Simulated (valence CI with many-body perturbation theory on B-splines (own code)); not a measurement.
**Ce⁴⁴⁺: electric-dipole lines**

Computed by configuration interaction combined with many-body perturbation theory (CI+MBPT): four valence electrons over a frozen Dirac-Fock core [Ne], a basis of 11 s, 11 p, 10 d, 8 f, 5 g, 2 h functions for each j, with the one-electron correlation potential Σ1, the two-electron term Σ2, the three-electron term Σ3, Breit, model QED; selected CI, second order for the rest, scaled by the run's own slope (own B-spline code, finite nucleus).

No measured spectrum was set against this ion. As an estimate, large intervals hold to a few tenths of a per cent, small ones and those within an open d or f shell to about a per cent. Among the levels kept, up to 550 cm⁻¹ of a level comes from second order outside the variational space, and about a tenth of that is noise between levels of different J, which matters for small intervals.

Lines 151 to 200 of 530 in falling wavelength, among levels below 806.17 eV, chosen from the strongest by gf and those to the six lowest levels. Wavelengths and rates use the calculated energies. Electric multipoles are in the length gauge, E1 and E2 with the static RPA response of the core. Weak lines are less certain than strong ones. Lines between different terms over intervals too small for the method are left out, as are lines whose strength nearly cancels. Where a level lies close to another of its J and parity, the split of strength between their lines is uncertain. The highest levels of a list are the least certain.

Levels are named by their leading jj configuration (3d3/2^4 stands for four electrons in 3d with j = 3/2), which in mixed levels can hold well under half, so a name can repeat and another be missing. Letters in brackets count levels of one name in rising energy.

| λ vac (Å) | Upper | Lower | A (s⁻¹) | log gf | Branch % |
| --- | --- | --- | --- | --- | --- |
| 60.02 | (3p1/2 3p3/2^2 3d5/2) J=3 [a] | (3s 3p1/2 3p3/2 3d5/2) J=2 [d] | 1.17e+11 | -0.35 | 17.4 |
| 59.74 | (3s 3p1/2 3d3/2 3d5/2) J=4 [c] | (3s 3p1/2 3p3/2 3d5/2) J=4 [a] | 3.74e+10 | -0.74 | 9.4 |
| 59.71 | (3s 3p3/2^2 3d5/2) J=4 [a] | (3s^2 3p3/2 3d3/2) J=3 | 2.50e+10 | -0.92 | 14.9 |
| 59.62 | (3s 3p1/2 3p3/2 3d5/2) J=4 [c] | (3s 3p1/2 3p3/2^2) J=3 | 1.21e+11 | -0.24 | 46.7 |
| 59.61 | (3s 3p1/2^2 3d5/2) J=2 | (3s 3p1/2^2 3p3/2) J=2 | 2.57e+10 | -1.16 | 30.5 |
| 59.61 | (3s 3p3/2^2 3d5/2) J=2 [c] | (3s 3p3/2^3) J=1 | 3.90e+11 | 0.02 | 38.4 |
| 59.55 | (3s 3p1/2 3d5/2^2) J=5 | (3s 3p1/2 3p3/2 3d5/2) J=5 | 4.52e+10 | -0.58 | 32.2 |
| 59.52 | (3s 3p1/2 3d5/2^2) J=3 [a] | (3s 3p1/2 3p3/2 3d5/2) J=3 [a] | 4.79e+10 | -0.75 | 17.2 |
| 59.42 | (3s 3p3/2^2 3d3/2) J=2 [a] | (3s^2 3p3/2 3d5/2) J=2 | 4.58e+10 | -0.92 | 7.8 |
| 59.37 | (3s 3p1/2 3d5/2^2) J=2 [a] | (3s 3p1/2 3p3/2 3d5/2) J=2 [a] | 1.46e+11 | -0.41 | 52.4 |
| 59.32 | (3s 3p1/2 3d3/2 3d5/2) J=2 [e] | (3s 3p1/2 3p3/2 3d3/2) J=2 [d] | 3.68e+10 | -1.01 | 5.3 |
| 59.29 | (3s 3p1/2 3d5/2^2) J=3 [b] | (3s 3p1/2 3p3/2 3d5/2) J=3 [a] | 2.41e+10 | -1.05 | 8.8 |
| 59.22 | (3s 3p3/2^2 3d3/2) J=2 [b] | (3s^2 3p3/2 3d5/2) J=1 | 3.20e+10 | -1.08 | 3.9 |
| 59.20 | (3s 3p1/2 3d3/2 3d5/2) J=2 [b] | (3s 3p1/2 3p3/2 3d3/2) J=1 [a] | 4.08e+10 | -0.97 | 6.8 |
| 59.20 | (3s 3p3/2^2 3d5/2) J=2 [b] | (3s 3p3/2^3) J=2 | 3.71e+11 | -0.01 | 54.1 |
| 58.83 | (3s 3p3/2^2 3d5/2) J=3 [c] | (3s 3p3/2^3) J=2 | 3.29e+11 | 0.08 | 43.0 |
| 58.76 | (3s 3p1/2 3d3/2 3d5/2) J=1 [a] | (3s 3p1/2 3p3/2 3d3/2) J=1 [a] | 5.77e+10 | -1.05 | 19.6 |
| 58.70 | (3s^2 3p3/2 3d5/2) J=3 | (3s^2 3p3/2^2) J=2 | 2.92e+11 | 0.02 | 96.6 |
| 58.47 | (3p1/2 3p3/2^2 3d3/2) J=4 | (3s 3p1/2 3p3/2 3d5/2) J=4 [b] | 1.66e+10 | -1.11 | 3.5 |
| 58.29 | (3p1/2 3p3/2^2 3d5/2) J=3 [a] | (3s 3p1/2 3p3/2 3d5/2) J=2 [c] | 9.22e+10 | -0.48 | 13.6 |
| 58.24 | (3s^2 3d5/2^2) J=2 | (3s^2 3p3/2 3d5/2) J=2 | 1.28e+11 | -0.49 | 23.9 |
| 58.09 | (3p1/2 3p3/2^2 3d5/2) J=3 [a] | (3s 3p1/2 3p3/2 3d5/2) J=3 [d] | 3.78e+10 | -0.87 | 5.6 |
| 58.00 | (3p1/2 3p3/2^2 3d5/2) J=4 [b] | (3s 3p1/2 3p3/2 3d5/2) J=3 [d] | 1.25e+11 | -0.24 | 24.4 |
| 57.92 | (3s 3p1/2 3d5/2^2) J=2 [b] | (3s 3p1/2 3p3/2 3d5/2) J=3 [a] | 5.84e+10 | -0.83 | 17.9 |
| 57.76 | (3s 3p1/2 3d3/2 3d5/2) J=3 [d] | (3s 3p1/2 3p3/2 3d3/2) J=3 [b] | 2.52e+10 | -1.06 | 4.8 |
| 57.57 | (3s 3p1/2 3p3/2 3d5/2) J=3 [c] | (3s 3p1/2 3p3/2^2) J=2 [a] | 2.00e+11 | -0.16 | 58.1 |
| 57.52 | (3s 3p1/2 3d3/2 3d5/2) J=3 [b] | (3s 3p1/2 3p3/2 3d3/2) J=3 [a] | 4.57e+10 | -0.80 | 21.1 |
| 57.49 | (3s 3p1/2 3p3/2^2) J=2 [a] | (3s^2 3p1/2 3p3/2) J=2 | 8.13e+09 | -1.70 | 3.9 |
| 57.32 | (3s 3p1/2 3p3/2 3d5/2) J=2 [a] | (3s^2 3p1/2 3d5/2) J=2 | 8.89e+10 | -0.66 | 51.1 |
| 57.29 | (3s^2 3p3/2 3d5/2) J=1 | (3s^2 3p3/2^2) J=2 | 7.33e+10 | -0.97 | 36.3 |
| 57.22 | (3s 3p1/2 3d5/2^2) J=4 [b] | (3s 3p1/2 3p3/2 3d5/2) J=5 | 3.13e+10 | -0.86 | 13.2 |
| 57.22 | (3s 3p3/2^2 3d5/2) J=5 | (3s^2 3p3/2 3d5/2) J=4 | 9.32e+10 | -0.30 | 100.0 |
| 57.21 | (3p1/2 3p3/2^2 3d3/2) J=3 [a] | (3s 3p1/2 3p3/2 3d5/2) J=3 [a] | 2.23e+10 | -1.12 | 4.1 |
| 57.18 | (3s 3p1/2 3d3/2 3d5/2) J=4 [c] | (3s 3p1/2 3p3/2 3d3/2) J=4 | 2.66e+10 | -0.93 | 6.7 |
| 57.08 | (3s 3p3/2^2 3d3/2) J=2 [a] | (3s^2 3p3/2 3d3/2) J=1 | 1.03e+11 | -0.60 | 17.5 |
| 57.03 | (3s 3p3/2^2 3d3/2) J=3 [a] | (3s^2 3p3/2 3d3/2) J=2 | 1.14e+11 | -0.41 | 17.8 |
| 57.03 | (3s 3p1/2 3d5/2^2) J=3 [b] | (3s 3p1/2 3p3/2 3d5/2) J=2 [a] | 5.39e+10 | -0.74 | 19.8 |
| 56.98 | (3s 3p3/2^2 3d3/2) J=3 [a] | (3s^2 3p3/2 3d3/2) J=3 | 2.82e+10 | -1.02 | 4.4 |
| 56.95 | (3s 3p1/2 3d3/2 3d5/2) J=2 [c] | (3s 3p1/2 3p3/2 3d3/2) J=3 [a] | 5.40e+10 | -0.88 | 23.9 |
| 56.94 | (3s 3p1/2 3d5/2^2) J=4 [b] | (3s 3p1/2 3p3/2 3d3/2) J=3 [c] | 2.13e+10 | -1.03 | 9.0 |
| 56.89 | (3s 3p3/2^2 3d3/2) J=2 [a] | (3s^2 3p3/2 3d3/2) J=2 | 4.11e+10 | -1.00 | 7.0 |
| 56.85 | (3s 3p1/2 3d5/2^2) J=1 [a] | (3s 3p1/2 3p3/2 3d3/2) J=1 [d] | 6.29e+10 | -1.04 | 17.7 |
| 56.72 | (3s 3p1/2 3d5/2^2) J=4 [a] | (3s 3p1/2 3p3/2 3d5/2) J=4 [a] | 4.26e+10 | -0.73 | 13.8 |
| 56.69 | (3s 3p3/2^2 3d5/2) J=1 [b] | (3s 3p3/2^3) J=2 | 8.99e+10 | -0.89 | 10.0 |
| 56.42 | (3p1/2 3p3/2^2 3d5/2) J=4 [a] | (3s 3p1/2 3p3/2 3d5/2) J=3 [c] | 2.09e+11 | -0.05 | 46.5 |
| 56.39 | (3s 3p1/2 3d5/2^2) J=1 [b] | (3s 3p1/2 3p3/2 3d5/2) J=2 [b] | 1.14e+11 | -0.79 | 34.5 |
| 56.22 | (3s 3p1/2 3p3/2 3d5/2) J=3 [d] | (3s 3p1/2 3p3/2^2) J=3 | 7.34e+10 | -0.61 | 16.1 |
| 56.19 | (3s 3p3/2^2 3d3/2) J=1 [a] | (3s^2 3p3/2 3d3/2) J=0 | 1.36e+11 | -0.71 | 16.7 |
| 56.08 | (3s 3p1/2 3p3/2 3d5/2) J=3 [a] | (3s^2 3p1/2 3d5/2) J=3 | 3.35e+10 | -0.96 | 21.0 |
| 55.99 | (3s^2 3d5/2^2) J=2 | (3s^2 3p3/2 3d3/2) J=1 | 4.90e+10 | -0.94 | 9.2 |

Q: How does gf follow from A for the line at 55.99 Å?

A: gf = 1.4992 × (2J+1)_upper × A / σ², with σ = 1785911 cm⁻¹ and 2J+1 = 5: gf = 0.115.
